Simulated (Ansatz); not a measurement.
VO4H3. Charge 0, multiplicity 1. Geometry r2SCAN-D4/def2-SVP; atoms count from 1.

```tsv
atom	x (Å)	y (Å)	z (Å)
V1	-0.349	-0.323	-0.100
O2	-0.950	1.375	0.340
O3	0.186	1.585	-0.575
O4	-0.970	-0.985	-1.370
O5	1.131	-1.034	0.525
H6	0.885	1.909	0.025
H7	1.548	-1.832	0.167
H8	-1.481	-0.695	0.988
```

The structure holds one bond between oxygen atoms, so isomers without such links may lie far lower. The restricted singlet is unstable towards broken spin symmetry in Hartree–Fock (as tested in another run); at PBE0-D4/def2-TZVP this wasn't settled. The structure comes from a short search, and lower isomers may exist.

Question: Estimate the Mulliken populations from the PBE0/def2-TZVP orbitals of Ansatz.

Answer: 
```json
{"atom": "V1", "charge (e)": "1.11", "d electrons": "3.21"}
{"atom": "O2", "charge (e)": "-0.33", "d electrons": "–"}
{"atom": "O3", "charge (e)": "-0.29", "d electrons": "–"}
{"atom": "O4", "charge (e)": "-0.48", "d electrons": "–"}
{"atom": "O5", "charge (e)": "-0.69", "d electrons": "–"}
{"atom": "H6", "charge (e)": "0.37", "d electrons": "–"}
{"atom": "H7", "charge (e)": "0.35", "d electrons": "–"}
{"atom": "H8", "charge (e)": "-0.03", "d electrons": "–"}
```
Mulliken values depend strongly on the basis.

Question: And the Mayer bond orders between heavy atoms (over 0.3)?

Answer: V1–O2 0.76 (1.85 Å); V1–O3 0.40 (2.04 Å); V1–O4 2.16 (1.56 Å); V1–O5 1.04 (1.76 Å); O2–O3 0.84 (1.47 Å).
